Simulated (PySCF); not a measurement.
**Solvent effects on NMR parameters**

Atoms are numbered as in `[F:1][C:2]([F:3])=[C:4]([F:5])[c:6]1[cH:7][cH:8][cH:9][o:10]1`; H(Xn) means a hydrogen on atom n.

GIAO PBE0/pcSseg-1 in PySCF 2.14 on one PBE0-D3(BJ)/def2-SVP conformer, non-relativistic, equivalent nuclei averaged. Solvents enter as an IEF-PCM continuum (dichloromethane with ε = 8.9, acetone with ε = 20.5) around the gas-phase geometry. Shifts are referred to CFCl3, TMS computed in the same medium.

Gas phase, δ in ppm: F3 -102.9, F1 -114.5, F5 -206.5, C2 161.5, C6 147.0, C9 146.8, C4 130.1, C8 117.4, C7 113.6, H(C9) 7.44, H(C7) 6.72, H(C8) 6.66. Dipole moment 1.98 D.

**Question.** How does each δ change in the continuum?

**Answer.** 
```json
{"atoms": "F3", "environment": "vinylic fluorine", "Δδ, dichloromethane": "+0.1", "Δδ, acetone": "+0.2"}
{"atoms": "F1", "environment": "vinylic fluorine", "Δδ, dichloromethane": "-0.1", "Δδ, acetone": "-0.1"}
{"atoms": "F5", "environment": "vinylic fluorine", "Δδ, dichloromethane": "+0.7", "Δδ, acetone": "+0.8"}
{"atoms": "C2", "environment": "fully substituted alkene carbon", "Δδ, dichloromethane": "+0.9", "Δδ, acetone": "+1.1"}
{"atoms": "C6", "environment": "substituted aromatic carbon next to the ring oxygen", "Δδ, dichloromethane": "+0.1", "Δδ, acetone": "+0.1"}
{"atoms": "C9", "environment": "aromatic CH next to the ring oxygen", "Δδ, dichloromethane": "+2.7", "Δδ, acetone": "+3.0"}
{"atoms": "C4", "environment": "fully substituted alkene carbon", "Δδ, dichloromethane": "+1.3", "Δδ, acetone": "+1.4"}
{"atoms": "C8", "environment": "aromatic CH", "Δδ, dichloromethane": "+1.3", "Δδ, acetone": "+1.4"}
{"atoms": "C7", "environment": "aromatic CH", "Δδ, dichloromethane": "+1.8", "Δδ, acetone": "+2.0"}
{"atoms": "H(C9)", "environment": "hydrogen on an aromatic CH next to the ring oxygen", "Δδ, dichloromethane": "+0.26", "Δδ, acetone": "+0.29"}
{"atoms": "H(C7)", "environment": "hydrogen on an aromatic CH", "Δδ, dichloromethane": "+0.22", "Δδ, acetone": "+0.25"}
{"atoms": "H(C8)", "environment": "hydrogen on an aromatic CH", "Δδ, dichloromethane": "+0.26", "Δδ, acetone": "+0.29"}
```

Changes are relative to the gas phase. The dipole moment becomes 2.39 D in dichloromethane, 2.43 D in acetone.

**Question.** Which nuclei move most (in ppm), and what does the model miss?

**Answer.** C9 (aromatic CH next to the ring oxygen, +3.0 ppm) in acetone. A continuum only polarises the solute; specific hydrogen bonds, the anisotropy of aromatic solvents and changes of geometry or conformer are outside it.
